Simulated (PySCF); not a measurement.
Spectrum to structure. Computed with TDDFT wB97X-D/def2-SVPD, vertical, gas phase, core orbitals frozen in the response in PySCF. Geometries: GFN2-xTB, one conformer each.

```json
{"state": "S1", "ν̃ (cm⁻¹)": "23450", "f": "0.0008", "main configurations (H = HOMO, L = LUMO)": "H→L (89%), H→L+1 (8%)"}
{"state": "S2", "ν̃ (cm⁻¹)": "29700", "f": "0.0022", "main configurations (H = HOMO, L = LUMO)": "H-1→L (71%), H-1→L+1 (13%), H-2→L (10%)"}
{"state": "S3", "ν̃ (cm⁻¹)": "39080", "f": "0.188", "main configurations (H = HOMO, L = LUMO)": "H-2→L (82%), H-1→L (13%)"}
{"state": "S4", "ν̃ (cm⁻¹)": "43230", "f": "0.0013", "main configurations (H = HOMO, L = LUMO)": "H-3→L (58%), H→L+1 (24%)"}
{"state": "S5", "ν̃ (cm⁻¹)": "43930", "f": "0.0030", "main configurations (H = HOMO, L = LUMO)": "H→L+1 (57%), H-3→L (20%)"}
{"state": "S6", "ν̃ (cm⁻¹)": "45520", "f": "0.0007", "main configurations (H = HOMO, L = LUMO)": "H-1→L+1 (53%), H-3→L (18%), H-1→L (12%)"}
{"state": "S7", "ν̃ (cm⁻¹)": "51000", "f": "0.021", "main configurations (H = HOMO, L = LUMO)": "H-4→L (88%)"}
{"state": "S8", "ν̃ (cm⁻¹)": "52120", "f": "0.054", "main configurations (H = HOMO, L = LUMO)": "H-2→L+1 (76%)"}
```

Triplets computed (Tamm–Dancoff): 2.39, 3.06, 3.31 eV.

Question: Which structure fits?
A. `O=C(Cl)/C=C/C(=O)Cl`
B. `C=C1O[SiH2]O[Si@@]1(C)Cl`
C. `O=C1C=C(Cl)C(=O)[SiH2]C1`

Answer: C. Its S1, at 2.91 eV, is the lowest among the candidates; the nearest of the others has S1 at 4.01 eV. S1 is HOMO→LUMO (89%), HOMO→LUMO+1 (8%). Löwdin shares by element: HOMO oxygen 51% or more, carbon 25% or more, silicon 11%; LUMO carbon 52% or more, oxygen 18% or more (atoms not listed hold the other 30%). At the same level the other candidates give, for their lowest levels:
- `O=C(Cl)/C=C/C(=O)Cl`: 4.01 eV (f 0.000); 4.03 eV (f 0.000); 5.18 eV (f 0.000); 5.41 eV (f 0.556); 5.51 eV (f 0.001); T1 3.19 eV; HOMO -11.15, LUMO -2.21 eV
- `C=C1O[SiH2]O[Si@@]1(C)Cl`: 6.46 eV (f 0.326); 6.84 eV (f 0.019); 6.92 eV (f 0.044); 6.96 eV (f 0.001); 7.02 eV (f 0.001); T1 4.07 eV; HOMO -8.95, LUMO 1.52 eV
